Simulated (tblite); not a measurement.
Compound: C₆H₈F₃PS.
Cartesian coordinates in Å at the GFN2-xTB level; atoms count from 1:
```
atom  x, y, z in Å
C1     2.1769   -0.3709   -1.5258
C2     1.0529    0.1382   -1.0561
C3     0.7329    0.2272    0.3964
C4    -0.6000   -0.4485    0.8180
C5    -1.0059   -1.6632    0.0036
F6    -0.0321   -2.5829   -0.0463
F7    -1.3400   -1.3790   -1.2598
F8    -2.0763   -2.2701    0.5462
C9    -1.5304    0.7684    0.6754
P10   -0.0553    1.9025    0.7786
S11    0.1552    3.5003   -0.2679
H12    2.3832   -0.4040   -2.5808
H13    2.9317   -0.7801   -0.8740
H14    0.3084    0.5447   -1.7292
H15    1.5902   -0.0788    0.9980
H16   -0.5421   -0.7831    1.8572
H17   -1.9703    0.8301   -0.3230
H18   -2.3207    0.8554    1.4183
H19    0.1322    2.0030    2.1636
```

All values are computed: GFN2-xTB (tblite) harmonic vibrations without scaling, gas phase. This tight-binding method is rough: wavenumbers can miss measured ones by several per cent, in bad cases by 10 to 20. Modes of hydrogen on phosphorus can be 10 to 20 % off. One conformer, not necessarily the lowest.

Harmonic wavenumbers (cm⁻¹): 44.2, 45.2, 57.0, 95.0, 169.5, 193.1, 213.8, 260.1, 262.0, 319.5, 355.9, 401.2, 458.7, 515.1, 520.5, 593.3, 630.4, 679.0, 709.6, 742.3, 758.8, 807.0, 840.8, 893.4, 906.0, 928.6, 994.7, 1013.4, 1026.2, 1043.1, 1053.4, 1077.0, 1116.0, 1152.7, 1164.4, 1195.8, 1223.1, 1241.9, 1292.7, 1295.6, 1406.6, 1419.6, 1702.9, 2190.9, 2960.2, 2965.7, 2971.8, 3006.2, 3053.9, 3102.6, 3142.0.

A = 1442, B = 542.4, C = 454.4 MHz; mass 200.004 u (most abundant isotopes); point group C1, symmetry number 1.

**Question.** Zero-point energy?

**Answer.** Half the sum of the wavenumbers: 28106 cm⁻¹ = 80.36 kcal/mol.

**Question.** What is S at 298.15 K and 1 bar for an ideal gas of classical rigid rotors and harmonic oscillators?

**Answer.** Translation 41.81, rotation 31.18, vibration 37.19: S = 110.2 cal/(mol K).

**Question.** And Cp and H(298.15 K) − H(0)?

**Answer.** Cp = 45.07 cal/(mol K), of which vibrations give 37.12 (their classical limit is 51 R = 101.3); H(298.15 K) − H(0) = 8.03 kcal/mol without the zero-point energy, 5.66 from vibrations.

**Question.** Which modes carry the vibrational entropy at 298.15 K?

**Answer.** 44.2 cm⁻¹: 5.06; 45.2 cm⁻¹: 5.02; 57.0 cm⁻¹: 4.56; 95.0 cm⁻¹: 3.55; 169.5 cm⁻¹: 2.44; 193.1 cm⁻¹: 2.20 cal/(mol K); the other 45 give 14.36 together.

**Question.** How do the functions run with temperature in this model?

**Answer.** 
| T (K) | S (cal/(mol K)) | Cp (cal/(mol K)) | H − H(0) (kcal/mol) | G − H(0) (kcal/mol) | ln q(vib) |
| --- | --- | --- | --- | --- | --- |
| 150 | 86.1 | 27.2 | 2.69 | -10.23 | 4.32 |
| 250 | 102.8 | 39.3 | 6.00 | -19.69 | 7.60 |
| 400 | 125.0 | 56.1 | 13.21 | -36.80 | 12.40 |
| 600 | 151.0 | 71.6 | 26.11 | -64.47 | 18.55 |
| 900 | 182.8 | 84.9 | 49.78 | -114.72 | 27.00 |

q(vib) and H(0) count from the zero-point level.

Hindered rotation and anharmonicity are outside this model. Other conformers, if any are populated, would add a mixing term that is left out. The structure is chiral; the term R ln 2 for an equal mix with its mirror image is left out.
